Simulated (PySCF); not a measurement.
B3LYP has the VWN-RPA correlation part, as in Gaussian. Excitations are Tamm–Dancoff values on a coarser integration grid. The basis has no diffuse functions, so Rydberg states are missing or too high.

Br4Si, SMILES `Br[Si](Br)(Br)Br` (charge 0, multiplicity 1)

Method: B3LYP-D3(BJ)/def2-TZVP (PySCF).

```json
{
 "HOMO": "-8.42 eV",
 "dipole_moment": "0.00 D",
 "HOMO–LUMO gap": "6.35 eV",
 "LUMO": "-2.07 eV",
 "S1 excitation (TDA)": "5.36 eV",
 "S1 oscillator strength": "0.000",
 "brightest of the four lowest singlets (TDA)": "6.17 eV",
 "total_energy": "-10586.4642 Ha",
 "cost": "about 100 core-seconds (a rough figure)"
}
```

```xyz
5

Br    -1.2361    -1.3890    -1.1926
Si     0.0000     0.0000     0.0000
Br    -0.9543     1.9919     0.0331
Br     2.0085     0.1608    -0.9053
Br     0.1820    -0.7637     2.0647
```
Charge 0, spin multiplicity 1.
